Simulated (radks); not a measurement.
Task: The mean radii <r> (bohr) of the occupied orbitals of an atom or ion are listed with their occupations. Method: scalar-relativistic Kohn-Sham, LB94 model potential, spin-polarised, spherical densities, finite nucleus; Fermi nuclear charge, rms radius of each element as measured or else 0.836 A^(1/3) + 0.57 fm; computed with a radial shooting solver on a logarithmic mesh with Libxc functionals.

orbital  occ.      <r>
1s          2  0.01657
2s          2  0.06982
2p          6  0.06316
3s          2   0.1804
3p          6   0.1818
3d         10   0.1647
4s          2   0.3997
4p          6   0.4259
4d         10   0.4489
5s          2   0.8957
4f         14   0.4797
5p          6    1.035
5d         10    1.435

Name the element and its charge. Open shells, if any, are filled with parallel spins first.

Result: Z = 80, mercury, charge +2: Hg2+ in [Xe] 4f14 5d10. The 1s radius gives Z: for a bare nucleus <r> = (2 gamma + 1)/(2Z) with gamma = sqrt(1 - (Z/c)^2), 0.0164 bohr for Z = 80, and screening makes it slightly larger (0.01657 here). The occupations add up to 78, and the charge is Z minus that.
